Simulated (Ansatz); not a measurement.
Species: CdCl2 (charge -1, doublet). The spin state was set by rule; other spins were not relaxed. SMILES of the parent species: [Cl][Cd][Cl]
Coordinates optimised at B3LYP-D3(BJ)/def2-TZVP (Ansatz, an electronic-structure program):
```
Cd
Cl 1 2.5376
Cl 1 2.5376 2 120.66
```
Charge -1, spin multiplicity 2.

Parts of the frozen-core correlation energy in def2-SVPD (Ansatz, hartree). Frozen orbitals: 14; correlated occupied orbitals by spin: 14 and 13; virtual: 60 and 61. Open shells are spin-unrestricted. Spin-orbit coupling is left out. Past Kr the def2 sets carry scalar-relativistic core potentials.

| term | value |
|---|---|
| reference (HF) | -1085.71625 |
| MP2 opposite-spin | -0.38485 |
| MP2 same-spin | -0.18787 |
| CCSD correlation | -0.58663 |
| (T) | -0.01390 |
| T1 diagnostic | 0.016 |
| largest doubles amplitude | 0.020 |
| <S^2> of the reference | 0.754 |
